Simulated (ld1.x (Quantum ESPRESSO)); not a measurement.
## What the settings do to the TM potential of Zn

Base potential:

zinc, norm-conserving Troullier–Martins (Kleinman–Bylander form), made with ld1.x (Quantum ESPRESSO) 7.5 (LDA (PZ), scalar-relativistic). Core [Ne], reference 3s2 3p6 3d10 4s2 4p0. Waves: 3s (bound): rc 1.00 bohr; 3p (bound): rc 1.15 bohr; 3d (bound): rc 1.10 bohr. Local part: all-electron potential smoothed inside 1.10 bohr (lloc = -2). Core correction: Bessel-smoothed model core, default radius (core density twice the valence density).

Occupied shells without a wave of their own: 4s. They enter only through the test configuration that unscreens the potential, and ld1.x also counts them in the model core charge.

All-electron outer shells of the reference configuration (LDA (PZ), scalar-relativistic, ld1.x):

| shell | level (eV) | outermost node (bohr) | outermost maximum (bohr) |
| --- | --- | --- | --- |
| 2s | -1156.18 | 0.07 | 0.19 |
| 2p | -1003.46 | – | 0.15 |
| 3s | -128.62 | 0.28 | 0.59 |
| 3p | -83.26 | 0.25 | 0.59 |
| 3d | -10.42 | – | 0.56 |
| 4s | -6.23 | 0.85 | 2.09 |
| 4p | -1.23 | 0.92 | 3.04 |

Cutoffs, loose and tight: the cutoffs (Ry, on a coarse ladder) from which the occupation-weighted sum of valence levels, in a spherical-Bessel basis at the reference potential, stays within 10 and 1 mRy of its value at 400 Ry. They do not see the model core or the augmentation charge, which bear on the density cutoff. Test errors are all-electron minus pseudo excitation energies from the reference, over the configurations 3s2 3p6 3d10 4s1 4p0; 3s2 3p6 3d10 4s0 4p0; 3s2 3p6 3d9 4s0 4p0; 3s2 3p6 3d10 4s1.5 4p0; 3s2 3p5 3d10 4s2 4p0; 3s2 3p6 3d8 4s0 4p0; 3s2 3p6 3d10 4s0 4p1 (two spin-polarised tests are not counted in the largest error). A dash means not determined; rows that change the core or the reference have their own tests. The largest error is taken over the tests solved by every variant that gives reliable tests at all: 3s2 3p6 3d10 4s0 4p1; 3s2 3p6 3d10 4s1 4p0; 3s2 3p6 3d10 4s1.5 4p0; 3s2 3p6 3d8 4s0 4p0; 3s2 3p6 3d9 4s0 4p0.

With those shells counted twice in exchange and correlation these files are broken, and their errors move erratically; no question is asked of them.

```csv
change,outcome,"cutoff, loose","cutoff, tight",bound ghosts,largest test error (meV)
base,"generated, misses its reference levels by 0.35 eV",200 Ry,over 300 Ry,none,-3970
wave 3p (bound): rc 1.15 bohr becomes 3p (bound): rc 0.72 bohr,"generated, misses its reference levels by 0.35 eV",230 Ry,over 300 Ry,none,-3972
wave 3p (bound): rc 1.15 bohr becomes 3p (bound): rc 0.94 bohr,"generated, misses its reference levels by 0.35 eV",200 Ry,over 300 Ry,none,-3968
wave 3p (bound): rc 1.15 bohr becomes 3p (bound): rc 1.00 bohr,"generated, misses its reference levels by 0.35 eV",200 Ry,over 300 Ry,none,-3968
wave 3p (bound): rc 1.15 bohr becomes 3p (bound): rc 1.16 bohr,"generated, misses its reference levels by 0.35 eV",200 Ry,over 300 Ry,none,-3970
wave 3p (bound): rc 1.15 bohr becomes 3p (bound): rc 1.28 bohr,"generated, misses its reference levels by 0.35 eV",200 Ry,over 300 Ry,none,-3976
wave 3p (bound): rc 1.15 bohr becomes 3p (bound): rc 1.46 bohr,"generated, misses its reference levels by 0.35 eV",200 Ry,over 300 Ry,none,-3990
wave 3p (bound): rc 1.15 bohr becomes 3p (bound): rc 1.58 bohr,"generated, misses its reference levels by 0.35 eV",200 Ry,over 300 Ry,none,-4004
wave 3p (bound): rc 1.15 bohr becomes 3p (bound): rc 1.70 bohr,"generated, misses its reference levels by 0.35 eV",200 Ry,over 300 Ry,none,-4020
```

Reading the sweep of the p radius (base included, trends over the rows without a ghost): The loose cutoff stays near 200 Ry. The median size of the test errors (rows with all tests solved) stays near 1213.1 meV.
